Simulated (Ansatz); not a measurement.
Mulliken charges of `[SH][Hf]([SH])([SH])[Cl]` from PBE/def2-TZVPP in Ansatz (PBE0-D4/def2-TZVP geometry).

| atom | x (Å) | y (Å) | z (Å) | charge (e) |
| --- | --- | --- | --- | --- |
| S1 | -1.698 | 0.294 | 1.384 | -0.263 |
| Hf2 | 0.239 | 0.499 | -0.053 | 0.597 |
| S3 | 2.127 | -0.092 | 1.340 | -0.265 |
| S4 | 0.030 | -1.115 | -1.852 | -0.270 |
| Cl5 | 0.444 | 2.654 | -0.917 | -0.210 |
| H6 | -2.473 | 0.885 | 0.451 | 0.128 |
| H7 | 2.176 | -1.306 | 0.755 | 0.141 |
| H8 | -0.846 | -1.820 | -1.108 | 0.142 |

Q: By hand: the dipole of these point charges (1 e Å = 4.8032 D).

A: Σ q r = (-0.206, -0.341, -0.051) e Å, of length 0.402 e Å = 1.93 D.

Q: How does the dipole of the full density compare? (An estimate is asked.)

A: Ansatz gave: (-0.142, -0.192, -0.054) e Å, 1.18 D; the point charges give 1.64 times that, at 8° from its direction.

Point charges leave out the atoms' own dipoles, such as those of lone pairs, and Mulliken's split depends on the basis, so the two needn't agree.
